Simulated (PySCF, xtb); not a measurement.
2-methylidenecyclopent-3-en-1-one (C₆H₆O), SMILES C=C1C=CCC1=O. The values are those of a single conformer.

Harmonic wavenumbers (cm⁻¹) from xtb with GFN2-xTB at its own minimum, in rising order: 104, 251, 268, 377, 491, 590, 620, 638, 723, 793, 795, 885, 899, 921, 935, 1017, 1050, 1071, 1108, 1230, 1256, 1296, 1388, 1407, 1635, 1667, 1779, 2956, 2980, 3099, 3116, 3132, 3134.

### Question
What does PBE-D3(BJ)/def2-SVP (PySCF 2.14.0) give at its own minimum? (An estimate is asked for; the answer gives what the named calculation found.)

### Answer
112, 274, 278, 398, 481, 595, 620, 652, 702, 760, 771, 898, 914, 922, 951, 953, 1041, 1085, 1095, 1223, 1251, 1306, 1348, 1377, 1589, 1659, 1794, 2973, 3013, 3075, 3130, 3150, 3183. Paired by order, the mean absolute difference is 19 cm⁻¹ and the zero-point energies are 62.3 and 62.3 kcal/mol.
